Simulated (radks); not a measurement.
All-electron atom: Tm2+ in [Kr] 4d10 4f13 5s2 5p5 5f1 (not the ground configuration).

All-electron calculation, scalar-relativistic Kohn-Sham, BLYP, spin-polarised, spherical densities, point nucleus; open shells are filled with parallel spins first (spin-orbit coupling, left out, can overturn this in heavy ions). Program: a radial shooting solver on a logarithmic mesh with Libxc functionals.

Energy parts (eV):
total: -369155.25
kinetic: 401321.21
electron-nucleus: -905825.00
Hartree: 143112.59
exchange-correlation: -7764.06

Orbitals (lengths in bohr, moments of r in powers of bohr):
orbital,occ.,eigenvalue (eV),<r>,<1/r>
1s up,1,-59322.69,0.02001,79.11
1s down,1,-59322.61,0.02001,79.11
2s up,1,-10028.28,0.08487,18.43
2s down,1,-10028.23,0.08487,18.43
2p up,3,-8856.801,0.07541,16.97
2p down,3,-8856.729,0.07541,16.97
3s up,1,-2271.616,0.2210,6.802
3s down,1,-2271.140,0.2209,6.802
3p up,3,-1916.972,0.2203,6.342
3p down,3,-1916.488,0.2203,6.343
3d up,5,-1479.284,0.1999,6.010
3d down,5,-1478.901,0.1998,6.011
4s up,1,-466.4779,0.4980,2.873
4s down,1,-465.4738,0.4980,2.872
4p up,3,-350.0200,0.5288,2.624
4p down,3,-349.0281,0.5287,2.623
4d up,5,-195.4683,0.5723,2.316
4d down,5,-194.4664,0.5721,2.316
5s up,1,-77.4341,1.216,1.089
5s down,1,-76.1697,1.218,1.088
5p up,3,-50.2302,1.427,0.9124
5p down,2,-49.0543,1.434,0.9085
4f up,7,-26.9701,0.7793,1.707
4f down,6,-25.8829,0.7807,1.707
5d up,0,-19.8342,2.142,0.5960
6s up,0,-19.4532,3.052,0.4179
6s down,0,-19.2339,3.031,0.4187
5d down,0,-19.1527,2.184,0.5832
6p up,0,-14.0056,3.778,0.3358
6p down,0,-13.6296,3.660,0.3478
5f up,1,-6.2714,5.610,0.2126

The highest occupied level is 5f up at -6.271 eV. The configuration is held as typed, so some empty levels lie below it. Summed over all electrons, <r^2> = 68.01 bohr^2, which gives a Langevin (diamagnetic) susceptibility term of -53.9 x 10^-6 cm^3/mol. The density falls to 0.001 e/bohr^3 at r = 3.85 bohr. Spin moment in Bohr magnetons: 3.
